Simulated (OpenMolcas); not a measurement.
## Potential curves of ZrO: spin–orbit levels

Computed with OpenMolcas 26.06: state-averaged CASSCF(8,9) over Zr 5s 4d, O 2p, XMS-CASPT2 (IPEA 0.25, imaginary shift 0.2 hartree), scalar X2C, ANO-RCC-VDZP, then RASSI spin–orbit state interaction with atomic mean-field integrals. C2 symmetry about the axis (a holds Σ, Δ, Γ; b holds Π, Φ, H; Σ⁺ and Σ⁻ are not told apart); roots by multiplicity and irrep: 3a 3, 1a 5.

XMS-CASPT2 energies with spin–orbit state interaction in eV from the lowest point. Curves are followed by energy order within each symmetry, so they are adiabatic and may change character at avoided crossings; for Ω = 0 the + and − levels are counted together.

| R (Å) | (1)Ω=0 | (1)Ω=2 | (2)Ω=2 | (2)Ω=1 | (1)Ω=4 |
| --- | --- | --- | --- | --- | --- |
| 1.552 | 0.925 | 1.504 | 2.131 | 3.510 | 4.013 |
| 1.621 | 0.295 | 0.816 | 1.508 | 2.771 | 3.276 |
| 1.672 | 0.067 | 0.544 | 1.200 | 2.453 | 2.955 |
| 1.724 | 0.000 | 0.429 | 1.094 | 2.294 | 2.800 |
| 1.784 | 0.078 | 0.469 | 1.175 | 2.265 | 2.769 |
| 1.845 | 0.288 | 0.635 | 1.333 | 2.367 | 2.880 |
| 1.931 | 0.737 | 1.000 | 1.694 | 2.672 | 3.178 |
| 2.069 | 1.656 | 1.840 | 2.548 | 3.385 | 3.897 |

Task: With masses 89.905 and 15.995 u, fit the curves (1)Ω=0, (2)Ω=1 near their minima.

Result: At XMS-CASPT2 with spin–orbit state interaction, Te from the lowest curve (the fit fixes ωe to a per cent or two; the method's Re and ωe can be off by some per cent):

```json
{"curve": "(1)Ω=0", "Te (cm⁻¹)": "0", "Re (Å)": "1.724", "ωe (cm⁻¹)": "976.1"}
{"curve": "(2)Ω=1", "Te (cm⁻¹)": "18220", "Re (Å)": "1.765", "ωe (cm⁻¹)": "882.8"}
```

Measured for comparison (Huber and Herzberg, Constants of Diatomic Molecules, 1979): X 1Σ+ Te 0, ωe 969.76; E 1Σ+ Te 27212.4, Re 1.7726, ωe 843.27.

Left out for impure symmetry, kinks or missing points, though low: (1)Ω=3, (1)Ω=1, (2)Ω=0. Only roots inside an energy window near the equilibrium distance were included, so the list of states is not complete; labels number the states computed. Each spin and symmetry block has orbitals of its own, averaged over its own roots, so gaps between blocks are less sure than gaps within one and near the minimum can be off by tenths of an eV, in bad cases by more. No Rydberg orbitals are active, so Rydberg states, and σ→σ* states whose orbital the CASSCF left unused, can be missing between those listed. CASPT2 splits the two components of degenerate states numerically, here by up to 97 cm⁻¹. No roots were computed in blocks 1b, 3b (none fell in the window or the block failed), so states of that kind are missing and can lie low or lowest. For d and f metals this valence active space lacks a second d shell: the order of states is not reliable within half an eV or more, and the lowest computed state need not be the true ground state. The CASPT2 reference weights are uneven, so some states carry less reliable energies. Points that failed a check (symmetry, reference weights, a jump) are left out.
